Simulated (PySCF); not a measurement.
H3W, neutral, multiplicity 4. Atoms are numbered in the order given.

```xyz
4

W      0.0000     0.0000    -0.0192
H      1.4226     0.8214     0.4737
H     -1.4226     0.8214     0.4737
H      0.0000    -1.6427     0.4737
```
Charge 0, spin multiplicity 4.

Geometry: PBE-D3(BJ)/def2-TZVPD. The spin state was assumed, not searched. The def2 effective core potentials stand for the cores of W; spin–orbit coupling is left out.

Level of theory: PySCF with M06-2X/def2-TZVPD.

Isolated molecule, no solvent.

* **total energy**: -68.64794 hartree
* **point group**: C3v
* **α spin, highest occupied and lowest empty level**: -7.74 and -1.34 eV
* **β spin, highest occupied and lowest empty level**: -9.88 and -3.21 eV
* **dipole moment**: 1.60 D
* **quadrupole, principal values (traceless, Buckingham form, about the centre of nuclear charge)**: -0.92, -0.92, 1.85 D·Å
* **mean static polarisability**: 53.0 bohr³ (7.85 Å³)
* **polarisability, principal values**: 51.8, 51.8, 55.3 bohr³
* **⟨S²⟩**: 3.782 (pure state 3.75)
